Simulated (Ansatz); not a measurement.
Input file for Ansatz (an electronic-structure program): R-CCSD(T)/aug-cc-pVTZ on BH3O (SMILES BO), atoms moved off the minimum.

Ansatz 0.2 input:
```yaml
crystal:
  periodic: [false, false, false]
  atoms:
    - {symbol: B, position_ang: [-0.39339570, -0.48068715, 0.14152871]}
    - {symbol: H, position_ang: [-0.31243209, -1.34069857, 0.97238231]}
    - {symbol: H, position_ang: [-1.29353302, -0.72693148, -0.73794094]}
    - {symbol: O, position_ang: [0.46155831, 0.45873793, -0.00701676]}
    - {symbol: H, position_ang: [0.26191844, 1.12822253, -0.87590537]}
basis:
  gaussian:
    orbitals: aug-cc-pVTZ
magnetization: {spin_polarized: false}
correlation: {method: ccsd_t, electrons: outside_noble_gas}
scf: {lower_state_search: off}
output: {forces: true}
```

The log:

```
WARN ansatz: RAYON_NUM_THREADS=1 ignored (pool sized by the plan → 1); use --threads N
Functional definition: HF
these checks for a lower state are left out or cut short: starts, cluster_reference, orbital_swaps, neighbouring_geometries, increment
integrals: 0.44 GiB planned
920 factors; integrals over basis functions are off by at most 1.1e-3 eV
mean field: 0.30 GiB planned
mean field evaluation 1: about -2755.3697 eV, gradient 3.3e1 eV
mean field evaluation 2: about -2755.3698 eV, gradient 3.3e1 eV
mean field evaluation 4: about -2757.5153 eV, gradient 2.5e0 eV
mean field evaluation 8: about -2757.5404 eV, gradient 1.6e-1 eV
mean field -2757.54058772 eV, -101.3377474705 hartree, gradient 2.5e-6 eV, S^2 0.000000; 0 other end points of the search recorded, 0 dependent functions left out
2 core orbitals not correlated
reference -2757.54058772 eV, -101.3377474705 hartree; 6, 6 occupied and 153, 153 virtual orbitals, 920 factors
too little memory for Intel AMX tiles; the run may be slower
densities: 1.18 GiB planned
second order -9.85148531 eV of doubles, -0.00000000 eV of singles
coupled cluster: 1.19 GiB planned
cycle   1  -9.96532844 eV  change   -1.1e-1 eV  update   7.0e-2
cycle   2  -10.22758675 eV  change   -2.6e-1 eV  update   2.1e-2
cycle   3  -10.29225553 eV  change   -6.5e-2 eV  update   1.2e-2
cycle   4  -10.28304564 eV  change    9.2e-3 eV  update   2.9e-3
cycle   5  -10.28381511 eV  change   -7.7e-4 eV  update   1.4e-3
cycle   6  -10.28409520 eV  change   -2.8e-4 eV  update   3.7e-4
cycle   7  -10.28388880 eV  change    2.1e-4 eV  update   1.3e-4
cycle   8  -10.28387462 eV  change    1.4e-5 eV  update   4.0e-5
cycle   9  -10.28388320 eV  change   -8.6e-6 eV  update   1.5e-5
cycle  10  -10.28387690 eV  change    6.3e-6 eV  update   6.7e-6
perturbative correction -0.36158457 eV, -0.0132879877 hartree
the calculation of the forces begins
Total energy: -2768.18604919 eV, -101.7289609637 hartree
Atom 0 at    -0.393396    -0.480687     0.141529 Å, force    -3.823381    -4.072705    -1.414774 eV/Å
Atom 1 at    -0.312432    -1.340699     0.972382 Å, force     0.311950     0.459878     0.392974 eV/Å
Atom 2 at    -1.293533    -0.726931    -0.737941 Å, force     0.788426     0.627429     0.958207 eV/Å
Atom 3 at     0.461558     0.458738    -0.007017 Å, force     1.944264     5.951505    -3.638076 eV/Å
Atom 4 at     0.261918     1.128223    -0.875905 Å, force     0.778742    -2.966107     3.701669 eV/Å
Dipole moment:    -0.026250     0.271242    -0.245966 e Å
Checks for a lower state left out: starts, cluster_reference, orbital_swaps, neighbouring_geometries, increment
```

The run converged.

Cost: roughly 2.6 core-minutes.
